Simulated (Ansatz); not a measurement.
Relaxation of B$_{2}$H$_{6}$OSi (10 atoms, charge 0, multiplicity 1), to a largest force component of 0.015 eV/Å in at most 40 steps.

The calculation used Ansatz 0.2.0, RKS PBE0-D4/cc-pVDZ.

```xyz
10
Properties=species:S:1:pos:R:3:forces:R:3
B -0.971 1.452 -0.209 -2.93 2.56 -1.02
B 0.482 0.874 0.082 2.68 -0.07 0.40
Si 0.678 -1.023 0.383 2.58 -0.09 0.46
O 0.260 -1.892 -0.985 -4.12 -0.04 -0.38
H -1.959 0.777 -0.268 -0.36 -0.21 -0.05
H -1.152 2.671 -0.411 -0.10 -0.73 0.21
H 1.451 1.595 0.116 0.05 0.00 0.01
H -0.045 -1.407 1.562 -0.92 -0.49 1.12
H 2.135 -1.294 0.690 -0.17 -0.38 -0.18
H -0.797 -1.804 -0.958 3.30 -0.57 -0.58
```

Q: Where does it end, and by what steps?

A: The forces met the threshold. After 16 steps the energy has fallen by 1.531 eV; H6 moved furthest, 1.24 Å.

```csv
step,energy less start (eV),largest force component (eV/Å),accepted
0,0.0000,4.122,yes
1,-0.6653,1.603,yes
2,-0.7645,0.712,yes
3,-0.9021,0.491,yes
4,-1.0589,0.782,yes
5,-1.2496,0.882,yes
6,-1.3839,0.679,yes
7,-1.4779,0.413,yes
8,-1.5077,0.202,yes
9,-1.4762,0.513,no
10,-1.5227,0.064,yes
11,-1.5272,0.101,yes
12,-1.5299,0.091,yes
13,-1.5307,0.033,yes
14,-1.5309,0.032,yes
15,-1.5311,0.029,yes
16,-1.5313,0.015,yes
```

```xyz
10
Properties=species:S:1:pos:R:3
B -0.999 1.534 -0.222
B 0.499 0.920 -0.170
Si 0.699 -0.985 0.546
O 0.257 -2.019 -0.729
H -1.783 1.300 -1.118
H -1.432 2.191 0.702
H 1.505 1.461 -0.567
H -0.142 -1.225 1.771
H 2.110 -1.367 0.863
H -0.630 -1.861 -1.073
```

Run time: 70 s on 1 thread of Arm Neoverse V1, with other jobs on the host, peak memory 0.17 GiB.
